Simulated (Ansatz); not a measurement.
C$_{2}$H$_{7}$OS, charge +2, quartet, at a GFN2-xTB geometry of the parent state (a state made from the parent by changing its charge; the spin is typed, not shown lowest); MP2/STO-3G run with Ansatz (a quantum-chemistry and plane-wave program).

The Ansatz input:
Ansatz 0.2 input:
```yaml
crystal:
  periodic: [false, false, false]
  atoms:
    - {symbol: C, position_ang: [1.40171610, -0.75481551, -0.13144872]}
    - {symbol: S, position_ang: [-0.02631153, 0.13107076, 0.51316754]}
    - {symbol: C, position_ang: [-1.33721783, -0.83710786, -0.25086280]}
    - {symbol: O, position_ang: [-0.02031928, 1.38387242, -0.48762225]}
    - {symbol: H, position_ang: [2.30606292, -0.23659248, 0.17712055]}
    - {symbol: H, position_ang: [1.41064987, -1.75703652, 0.28732886]}
    - {symbol: H, position_ang: [1.35483657, -0.79600116, -1.21589801]}
    - {symbol: H, position_ang: [-1.19383558, -0.87257702, -1.32701691]}
    - {symbol: H, position_ang: [-2.29439263, -0.37481498, -0.02345354]}
    - {symbol: H, position_ang: [-1.32246003, -1.83915389, 0.16816870]}
    - {symbol: H, position_ang: [-0.06431200, 2.25960481, -0.08208314]}
basis:
  gaussian:
    orbitals: STO-3G
total_charge: 2
magnetization: {spin_polarized: true, initial_magnetization: 3}
correlation: {method: mp2}
```

Output, abridged:

```
Functional definition: HF
409 factors; integrals over basis functions are off by at most 2.5e-5 eV
mean field evaluation 1: about -14820.6167 eV, gradient 2.2e1 eV
mean field evaluation 2: about -14820.8333 eV, gradient 2.2e1 eV
mean field evaluation 4: about -14827.4029 eV, gradient 5.9e0 eV
mean field evaluation 8: about -14828.3847 eV, gradient 1.1e-1 eV
mean field evaluation 16: about -14822.0975 eV, gradient 8.0e0 eV
mean field evaluation 32: about -14820.6137 eV, gradient 2.2e1 eV
mean field -14828.38225690 eV, -544.9329969027 hartree, gradient 1.3e-6 eV, S^2 3.760331; 2 other end points of the search recorded, 0 dependent functions left out
8 core orbitals not correlated
reference -14828.38225690 eV, -544.9329969027 hartree; 14, 11 occupied and 9, 12 virtual orbitals, 409 factors
second order -3.96360478 eV of doubles, -0.00000000 eV of singles
Total energy: -14832.34586169 eV, -545.0786566919 hartree
```
